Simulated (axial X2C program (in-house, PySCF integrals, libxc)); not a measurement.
## MgI: cheaper levels and CCSD(T), two-component

Calculated with an in-house all-electron X2C program for linear molecules (integrals from PySCF). Two-component (2c) means X2C with spin–orbit coupling and atomic mean-field two-electron Coulomb and Gaunt terms. Basis: I dyall-cv3z [11s12p8d4f1g], Mg dyall-cv3z [9s8p6d3f] (cores contracted in-house); Gaussian nuclei, density fitting, unrestricted open shells. Masses: I 126.904 u, Mg 23.985 u.

State: Ω = 1/2 (⟨Sz⟩ = 0.50, ⟨Lz⟩ = 0.00 at HF); fragments I + Mg.

| level | Re (Å) | ωe (cm⁻¹) | De (eV) |
| --- | --- | --- | --- |
| PBE0 | 2.591 | 306.7 | 2.07 |
| HF | 2.604 | 313.0 | 1.66 |
| MP2 | 2.594 | 317.4 | 2.11 |
| CCSD | 2.595 | 315.3 | 1.77 |
| r2SCAN | 2.593 | 307.9 | n/a |

Correlated methods: 9 electrons correlated (number of frozen shells: I 4 s, 3 p, 2 d; Mg 2 s, 1 p), 291 virtual spin orbitals or spinors in MP2, 90 natural virtuals in coupled cluster.

CCSD(T), same Hamiltonian and basis:

Re = 2.596 Å, ωe = 314.5 cm⁻¹, De = 1.86 eV; T1 = 0.012 (Lee–Taylor normalisation).

Question: Give the differences from CCSD(T) in the columns below.

Answer: 

| level | ΔRe (Å) | Δωe (cm⁻¹) | ΔDe (eV) |
| --- | --- | --- | --- |
| PBE0 | -0.005 | -8 | 0.21 |
| HF | 0.008 | -2 | -0.20 |
| MP2 | -0.002 | 3 | 0.25 |
| CCSD | -0.001 | 1 | -0.09 |
| r2SCAN | -0.003 | -7 | n/a |

The state is a single determinant with fixed occupations, the lowest that a limited PBE0 search found. Dissociation energies refer to the lowest single-determinant-based atoms at the same level and basis. De is not given where an atomic determinant may have missed its ground term or J level, or where the truncated virtual space spoils (T). Density functionals use the spin component along the axis (collinear). Coupled cluster ran in a truncated set of natural virtual spinors; the MP2 energy of the rest was added. (T) has no such correction and the atoms are truncated less, which lowers De at CCSD(T) by a hundredth of an eV or more. The functionals have no current-density term, which raises determinants with orbital currents, atoms included.
